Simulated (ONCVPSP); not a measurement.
## C (Z = 6), ONCV: configuration errors across variants

| Item | Value |
| --- | --- |
| Element | carbon |
| Generator | ONCVPSP 4.0.1 |
| Type | optimised norm-conserving Vanderbilt (ONCV) |
| Functional | PBEsol |
| Relativity | scalar-relativistic |
| Frozen core | none |
| Valence charge | 6 |
| Reference configuration | 1s2 2s2 2p1 (charge +1) |
| Partial waves | 1s+2s: rc 0.60 bohr, ncon 3, nbas 6, qcut 21.1 1/bohr, 2 projectors; 2p: rc 1.90 bohr, ncon 4, nbas 7, qcut 7.9 1/bohr, 2 projectors, debl 3.4 Ha |
| Local potential | polynomial inside 0.40 bohr (lpopt 5, dvloc0 0 Ha) |
| Core correction | none |

All-electron excitation energies from the reference (eV): (1) 1s2 2s2 2p2 -10.789; (2) 1s2 2s2 2p0 24.019; (3) 1s2 2s1 2p0 71.982; (4) 1s2 2s0 2p4 6.084.

A true bound ghost makes a file unfit for plane-wave use even where its test errors are small: the radial tests pick states by their node count and pass the ghost by.

Errors AE − PS in meV (a dash: test not solved or not reliable):

| change | (1) | (2) | (3) | (4) | bound ghosts | GHOST(+) flags above zero |
| --- | --- | --- | --- | --- | --- | --- |
| base | +26 | +74 | +188 | +65 | none | p |
| p: qcut 6.5 | +8.2 | +99 | +252 | +30 | p | none |
| p: qcut 8 | +25 | +72 | +185 | +62 | none | p |
| p: qcut 9 | +17 | +60 | +154 | +48 | none | p |
| p: qcut 10.4 | +13 | +51 | +131 | +43 | none | p |
| p: qcut 11.4 | +11 | +44 | +112 | +40 | none | none |

Q: Give the same row for: p: qcut 5.

A: +30, +149, +376, +70; bound ghosts: p; GHOST(+) flags above zero: none.
